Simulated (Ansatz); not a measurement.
`CC[BH][SnH3]`, charge 0, multiplicity 1.

Give a relaxed structure at PBE0-D4/def2-TZVP (Ansatz 0.2.0). (Best estimate.)

Computed: 
Z-matrix (Å, degrees):
```
C
C 1 1.524
H 1 1.093 2 110.8
H 1 1.093 2 112.0 3 119.9
H 1 1.092 2 111.1 3 -119.2
B 2 1.546 1 118.5 3 70.1
H 2 1.095 1 111.8 3 -64.5
H 2 1.112 1 109.6 3 -178.0
Sn 6 2.254 2 122.3 1 -162.9
H 6 1.200 2 119.8 1 21.3
H 9 1.714 6 112.9 2 -2.7
H 9 1.712 6 112.6 2 -124.2
H 9 1.713 6 110.8 2 116.9
```
This is one stationary point; other conformers may exist.
